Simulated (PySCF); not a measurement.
Potential energy surface of F₂S, singlet: symmetric bend, bond length relaxed. Scanned: F-S-F angle. Other coordinates (S-F bond length) were minimised at B3LYP/def2-TZVP.

Method: PySCF 2.14.0 with MP2 on RHF/cc-pVTZ, 7 core orbitals frozen.

Scanned values (°): 180, 170, 160, 150, 140, 130, 120, 110, 100, 90, 80.

**Question.** Describe the profile: where are the wells and the tops?

**Answer.** Lower than their neighbours: 180° (0.0 kcal/mol, end of the scan). Higher than their neighbours: 80° (200.8 kcal/mol, end of the scan). The whole profile spans 200.8 kcal/mol.
